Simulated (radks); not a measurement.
Spherical quantum dot in the effective-mass picture: electrons in a hard-walled sphere of radius 6.58, all in effective atomic units (hartree* = m*/eps^2 hartree, bohr* = eps/m* bohr), one dielectric constant everywhere. Method: non-relativistic Kohn-Sham, LDA (Slater exchange, Perdew-Wang correlation), spin-polarised, spherical densities; computed with a radial shooting solver with Libxc functionals. Levels are named by radial order and angular momentum (1s, 1p, 1d, 2s, ...), and open shells are averaged over m. Results are scaled to m* = 0.073 and eps = 16, for which hartree* = 7.759 meV and bohr* = 11.6 nm.

N = 20, configuration 1s2 1p6 1d10 1f(up 2, down 0). This is the lowest configuration that the search found. Occupied and some empty levels:

level    occupation  eigenvalue (meV)  <r> (nm)
1s up             1            29.467     54.74
1s down           1            29.563     54.61
1p up             3            29.862     55.77
1p down           3            29.961     55.69
1d up             5            30.592     56.89
1d down           5            30.694     56.84
1f up             2            31.622     57.92
1f down           0            31.726     57.90
1g up             0            32.930     58.86
1g down           0            33.036     58.85
2s up             0            33.346     34.48
2s down           0            33.376     34.41
2p up             0            34.728     40.28
2p down           0            34.770     40.21
2d up             0            36.449     43.93
2d down           0            36.501     43.88

Energy (meV): total 323.935, kinetic 67.203, external 0, Hartree 296.20, exchange-correlation -39.472.
